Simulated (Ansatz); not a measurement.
Cost and result for the atomization energy of CH$_{6}$BGaO$_{2}$ (`COB[O][GaH2]`) (11 atoms, 10 bonds).

```xyz
11

C     0.9995    1.1657   -0.5838
O     0.1584    0.1415   -0.0914
B     0.4548   -1.2412   -0.0576
O    -0.5391   -1.9330    0.4704
Ga   -1.7176   -0.5053    0.8271
H     1.9317    0.7341   -0.9539
H     0.4958    1.6901   -1.3977
H     1.2215    1.8715    0.2186
H     1.5040   -1.6346   -0.4803
H    -2.8268   -0.2989   -0.2512
H    -1.6822    0.0100    2.2998
```

Charge 0, multiplicity 1. Correlated methods include outer-core shells of Ga, which these sets cover unevenly. Scalar relativity is left out up to krypton. Geometry: relaxed with PBE0-D4/def2-TZVP. It is one conformer, not always the lowest. Program: Ansatz. All runs use 4 threads of an Arm Neoverse V1 on a shared host. Times are those of one run each, without the atoms' runs, and a repeat can differ threefold. Electronic energies, without spin–orbit coupling; frozen cores. CCSD(T)/CBS adds CCSD(T) − MP2 in def2-TZVPP to the MP2 limit, and its time is that of the two runs behind it. T1 = 0.014. With those shells the extrapolation isn't a true limit. HSE06 is the plane-wave form, built on full-range PBE exchange.

CCSD(T)/CBS is a level of theory with its own doubt, some kJ/mol a heavy atom from the limit and from the frozen cores, so smaller differences don't rank the functionals.

```csv
level,functions,wall time,atomization (kJ/mol),difference from CCSD(T)/CBS,per bond
LDA (SPW92)/def2-TZVPP,256,1.6 s,4670.2,588.5,58.9
revPBE-D4/def2-TZVPP,256,2.8 s,4019.6,-62.1,-6.2
BHLYP-D4/def2-TZVPP,256,4 s,3952.0,-129.7,-13.0
HSE06-D4/def2-TZVPP,256,4.2 s,4061.1,-20.6,-2.1
CAM-B3LYP-D4/def2-TZVPP,256,4.5 s,4102.7,21.0,2.1
r2SCAN-D4/def2-TZVPP (with forces),256,6.5 s,4101.2,19.5,1.9
r2SCANh-D4/def2-TZVPP,256,6.5 s,4071.9,-9.8,-1.0
B2PLYP/def2-TZVPP,256,7.5 s,4039.2,-42.5,-4.2
CCSD(T)/def2-SVP,118,12 s,3905.7,-176.0,-17.6
ωB97M-V/def2-TZVPP (with forces),256,14 s,4085.1,3.4,0.3
MP2/def2-QZVPP,497,32 s,4130.8,49.1,4.9
CCSD(T)/def2-TZVPP,256,4.8 min,3999.1,-82.6,-8.3
CCSD(T)/CBS(def2),–,5.3 min,4081.7,0.0,0.0
```

In def2-TZVPP, CCSD(T) changes the Hartree–Fock value by +988.3 kJ/mol (the triples alone add +58.2 kJ/mol) and MP2 by +1070.8 kJ/mol; breaking electron pairs costs correlation energy, which Hartree–Fock lacks. From r2SCAN to r2SCAN0 (25 % exact exchange), in def2-TZVPP and without D4, the atomization energy moves by −71.8 kJ/mol: exact exchange takes away binding that semilocal exchange gives to molecules. At CCSD(T), def2-SVP lies −176.0 kJ/mol from the extrapolated value and def2-TZVPP −82.6 kJ/mol: correlation converges slowly with the basis, and small sets miss more of it in the bonded molecule than in its fragments.
